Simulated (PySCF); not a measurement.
Species: C7H7OPS.
SMILES with atom numbers: `[CH3:1][S:2][c:3]1[cH:4][cH:5][cH:6][p:7][c:8]1[CH:9]=[O:10]` (hydrogens: H11, H12, H13 on C1; H14 on C4; H15 on C5; H16 on C6; H17 on C9)

Method: PBE0-D3(BJ)/def2-SVP geometry optimisation, gas phase in PySCF; density fitting, grid level 1; the optimiser is geomeTRIC in internal coordinates, started from a GFN2-xTB structure with every atom displaced at random (about 0.01 Å).

Geometry at step 0:
```
atom  x, y, z in Å
C1     -2.7151   -0.9416    0.1455
S2     -1.8720    0.6751    0.1473
C3     -0.1696    0.2672    0.0141
C4      0.3062   -1.0506   -0.0199
C5      1.6033   -1.4235   -0.1296
C6      2.6491   -0.5188   -0.2002
P7      2.5099    1.2004   -0.1676
C8      0.7707    1.3437   -0.0348
C9      0.3352    2.7353    0.0548
O10     1.1219    3.6431    0.0068
H11    -2.5390   -1.4555   -0.7715
H12    -2.4623   -1.5009    1.0228
H13    -3.8170   -0.6441    0.1764
H14    -0.4708   -1.8437    0.0471
H15     1.8250   -2.4869   -0.1364
H16     3.6560   -0.9053   -0.2708
H17    -0.7479    2.9179    0.1263
```

**Question.** Give the atomic forces at this geometry.

**Answer.** 
| atom | Fx (eV/Å) | Fy (eV/Å) | Fz (eV/Å) |
| --- | --- | --- | --- |
| C1 | -1.525 | 2.163 | 0.164 |
| S2 | -0.287 | -0.378 | -0.013 |
| C3 | 1.180 | 0.768 | 0.026 |
| C4 | -2.945 | -0.401 | 0.130 |
| C5 | 1.243 | -0.236 | 0.017 |
| C6 | 0.241 | 0.379 | -0.047 |
| P7 | -0.011 | -0.283 | 0.002 |
| C8 | -0.573 | -0.844 | 0.129 |
| C9 | 0.206 | -0.108 | -0.344 |
| O10 | 0.147 | 0.851 | 0.123 |
| H11 | 0.259 | -0.740 | -0.934 |
| H12 | 0.176 | -0.667 | 0.723 |
| H13 | 1.218 | -0.449 | 0.057 |
| H14 | 0.631 | 0.328 | -0.070 |
| H15 | 0.081 | -0.292 | -0.036 |
| H16 | 0.480 | -0.246 | -0.061 |
| H17 | -0.524 | 0.153 | 0.134 |

The largest, 2.97 eV/Å, acts on C4; the rms over all components is 0.732 eV/Å. The forces sum to zero within rounding, as they must for an isolated molecule in no field.

**Question.** Give the force on C4 in Eh/bohr and in nN.

**Answer.** 2.975 eV/Å ÷ 51.422 = 0.05785 Eh/bohr, and 2.975 eV/Å × 1.602 = 4.77 nN.

**Question.** How far is this geometry from the end of the optimisation?

**Answer.** 0.195 eV above it, and 0.045 Å rms away after alignment. The bonds farthest from their final lengths, with half the difference of the two atoms' forces along the bond (positive lengthens):

```tsv
bond	now (Å)	final (Å)	force along bond (eV/Å)
C1–H13	1.142	1.099	-1.67
C4–C5	1.354	1.391	+1.99
C1–H11	1.066	1.099	+1.32
C1–H12	1.071	1.099	+1.17
C1–S2	1.823	1.798	-0.84
C4–H14	1.112	1.089	-1.51
```

The angle farthest from its final value is H11–C1–H12, 114.5° against 110.5°.

Of the 6 listed bonds off by 0.010 Å or more, this force points towards the final length in 6.

What follows is the cost of the whole optimisation. Time: 3.3 min; peak memory 0.80 GiB. Hardware: an Arm Neoverse V2 with one thread, no GPU, shared host.
